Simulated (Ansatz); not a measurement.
Geometry optimisation, Ansatz, RKS PBE/def2-SVP.

Input:

```yaml
crystal:
  periodic: [false, false, false]
  atoms:
    - { symbol: Ge, position_ang: [-0.249982, 0.374251, -1.103217] }
    - { symbol: H, position_ang: [1.263559, -0.021132, 1.153118] }
    - { symbol: Ge, position_ang: [2.779449, 0.028142, 0.818383] }
    - { symbol: H, position_ang: [3.259282, -1.415056, 0.538973] }
    - { symbol: H, position_ang: [3.019524, 0.921772, -0.418595] }
    - { symbol: H, position_ang: [3.50875, 0.615138, 2.050848] }
    - { symbol: F, position_ang: [-1.463316, 1.124911, -0.028858] }
    - { symbol: Ge, position_ang: [-1.259504, -1.962183, -0.91848] }
    - { symbol: H, position_ang: [-1.959475, -2.205857, 0.44833] }
    - { symbol: H, position_ang: [-2.393007, -2.008446, -1.999223] }
    - { symbol: H, position_ang: [-0.336681, -3.18174, -1.219179] }
basis:
  gaussian: { orbitals: def2-SVP }
hamiltonian:
  xc: pbe
relax:
  f_tol: 0.03
  max_steps: 50
```

Launched with:

```bash
$ ansatz run input.yaml --threads 4 --pin off --max-ram 5120MiB --backend cpu --events-out ev --progress --plain --runs-dir out
```

Problem. Where does it end, and by what steps?

Solution. The run converged. After 32 steps the energy has fallen by 0.209 eV; H6 moved furthest, 2.23 Å.

```tsv
step	energy less start (eV)	largest force component (eV/Å)	accepted
0	0.0000	0.190	yes
2	-0.0067	0.198	yes
4	-0.0446	0.177	yes
6	-0.0845	0.178	yes
8	-0.1005	0.178	yes
10	-0.1065	0.048	yes
12	-0.1143	0.112	yes
14	-0.1251	0.195	yes
16	-0.1407	0.226	yes
18	-0.1584	0.134	yes
20	-0.1723	0.266	yes
22	-0.1766	0.316	no
24	-0.1976	0.082	yes
26	-0.2026	0.076	yes
28	-0.2077	0.086	yes
30	-0.2087	0.039	yes
32	-0.2091	0.009	yes
```

```xyz
11
Properties=species:S:1:pos:R:3
Ge -0.302 0.572 -1.341
H 1.582 0.445 -0.780
Ge 2.284 -0.195 0.525
H 2.530 -1.697 0.259
H 3.616 0.589 0.612
H 1.368 0.066 1.734
F -0.853 1.341 0.186
Ge -0.870 -1.806 -0.585
H -0.551 -2.142 0.905
H -2.414 -1.974 -0.740
H -0.222 -2.930 -1.455
```

Whether the end is a true minimum wasn't checked by a vibrational analysis.

Run time: 37 s on 4 threads of Intel(R) Xeon(R) Platinum 8488C (Sapphire Rapids), with other jobs on the host, peak memory 0.26 GiB.
